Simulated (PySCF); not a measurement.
## Computed data sheet: isopropylcyclobutane, `CC(C1CCC1)C`

Compound: isopropylcyclobutane, C7H14.
Geometry (GFN2-xTB, Å), atoms numbered from 1 in this order:
```
atom  x, y, z in Å
C1    -1.622    1.371    0.625
C2    -0.966   -0.003    0.502
C3    -1.926   -0.994   -0.153
C4     0.327    0.094   -0.300
C5     1.225   -1.157   -0.348
C6     2.442   -0.279   -0.027
C7     1.496    0.876    0.330
H8    -1.864    1.764   -0.360
H9    -0.954    2.073    1.118
H10   -2.540    1.305    1.203
H11   -0.725   -0.365    1.508
H12   -1.465   -1.975   -0.240
H13   -2.835   -1.092    0.436
H14   -2.197   -0.654   -1.151
H15    0.100    0.459   -1.304
H16    1.255   -1.695   -1.293
H17    0.995   -1.860    0.452
H18    3.051   -0.066   -0.903
H19    3.091   -0.632    0.772
H20    1.377    1.003    1.405
H21    1.727    1.841   -0.116
```

Structural features include: cyclobutane ring.

**GFN2-xTB geometry**

```
Point group of the GFN2-xTB geometry                  : Cs
Rotational constants A, B, C of the GFN2-xTB geometry : 4.660, 1.836, 1.429 GHz
```

PBE0/pcSseg-1 ground state and GIAO shieldings, non-relativistic (PySCF):

```
Dipole moment                                       : 0.02 D
HOMO energy                                         : -8.10 eV
LUMO energy                                         : 1.52 eV
HOMO–LUMO gap                                       : 9.62 eV
Lowest Hirshfeld atomic charge                      : -0.12 e on C1/C3
Highest Hirshfeld atomic charge                     : +0.04 e on H8, H9, H10, H12, H13, H14, H17, H18, H20
13C chemical shifts (computed TMS as zero) by class : 43.2 (C4), 41.7 (C2), 27.7 (C5/C7), 21.2 (C1/C3), 16.4 (C6) ppm
1H chemical shifts (computed TMS as zero) by class  : 2.13 (H16/H21), 1.94 (H18), 1.77 (H19), 1.73 (H15), 1.69 (H17/H20), 1.19 (H11), 0.82 (H8/H9/H10/H12/H13/H14) ppm
Mayer bond orders between heavy atoms               : C1–C2 1.03, C2–C3 1.03, C2–C4 0.96, C4–C5 1.00, C5–C6 1.05, C6–C7 1.05, C7–C4 1.00
```

Monoisotopic mass from the formula: 98.1096 u.

With B = h/(8π²I), that is 505.379 GHz u Å² over I, the principal moments of inertia are 108.5, 275.3 and 353.6 u Å² (most abundant isotopes); the inertial defect Ic − Ia − Ib is -30.2 u Å² (zero for a rigid planar frame, negative otherwise). The rotational constants make it an asymmetric top with κ = (2B − A − C)/(A − C) = -0.75, nearer the prolate limit (−1).

Isolated species at its GFN2-xTB geometry (one conformer only). NMR classes are plain means over equivalent atoms (diastereotopic ones count apart unless rotation or inversion swaps them), as if these changed places fast; in this geometry the members of some classes differ.

For the NMR shielding job (PBE0/pcSseg-1), time: 26 s wall. Hardware: an Arm Neoverse V1 with one thread (shared host).
